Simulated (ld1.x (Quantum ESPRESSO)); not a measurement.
## Sb, RRKJ: configuration errors across variants

Sb (Z = 51), norm-conserving RRKJ (Kleinman–Bylander form), made with ld1.x (Quantum ESPRESSO) 7.5 (LDA (PZ), scalar-relativistic). Core [Kr], reference 4d10 5s2 5p0 (charge +3). Waves: 5s (bound): rc 1.90 bohr; 4d (bound): rc 1.60 bohr; 5p (bound, empty): rc 2.05 bohr. Local part: the p channel. Core correction: Bessel-smoothed model core inside 1.10 bohr. rho0 = 0.001.

All-electron excitation energies from the reference (eV): (1) 4d10 5s2 5p3 -49.559; (2) 4d10 5s2 5p2 -41.038; (3) 4d10 5s2 5p1 -24.785; (4) 4d10 5s2 5p2.5 -46.204; (5) 4d10 5s2 5p3.3 -50.767; (6) 4d9 5s2 5p4 -18.555; (7) 4d10 5s1 5p0 44.816; (8) 4d10 5s2 5p3 spin -50.651; (9) 4d10 5s2 5p2 spin -41.630.

Spin tests fill each open shell by Hund’s rule, majority spin first.

Tests that are not counted but printed errors over 1 eV. “wave 4d (bound): rc 1.60 bohr becomes 4d (bound): rc 2.40 bohr”: 4d10 5s2 5p3.3 (solver errors, printed error -1899 eV).

Errors AE − PS in meV (a dash: test not solved or not reliable):

| change | (1) | (2) | (3) | (4) | (5) | (6) | (7) | (8) | (9) | bound ghosts |
| --- | --- | --- | --- | --- | --- | --- | --- | --- | --- | --- |
| base | +40 | +25 | +9.9 | +33 | +44 | -557 | -9.9 | +53 | +32 | none |
| wave 4d (bound): rc 1.60 bohr becomes 4d (bound): rc 1.22 bohr | +39 | +24 | +9.7 | +32 | +43 | -678 | -10 | +52 | +31 | none |
| wave 4d (bound): rc 1.60 bohr becomes 4d (bound): rc 1.46 bohr | +40 | +24 | +9.8 | +32 | +44 | -631 | -10 | +53 | +31 | none |
| wave 4d (bound): rc 1.60 bohr becomes 4d (bound): rc 1.64 bohr | +40 | +25 | +10 | +33 | +44 | -530 | -9.9 | +53 | +32 | none |
| wave 4d (bound): rc 1.60 bohr becomes 4d (bound): rc 1.82 bohr | +41 | +25 | +10 | +33 | +45 | -383 | -11 | +52 | +31 | none |
| wave 4d (bound): rc 1.60 bohr becomes 4d (bound): rc 2.00 bohr | +39 | +24 | +9.4 | +32 | +43 | -167 | -15 | +48 | +28 | none |
| wave 4d (bound): rc 1.60 bohr becomes 4d (bound): rc 2.20 bohr | +33 | +19 | +7.8 | +26 | +37 | +102 | -24 | +35 | +19 | none |
| wave 4d (bound): rc 1.60 bohr becomes 4d (bound): rc 2.40 bohr | +21 | +11 | +4.6 | +16 | – | +311 | -37 | +12 | +3.6 | none |

Problem. Give the same row for: wave 4d (bound): rc 1.60 bohr becomes 4d (bound): rc 1.06 bohr.

Solution. +39, +24, +9.7, +32, +43, -686, -10, +52, +31; bound ghosts: none.
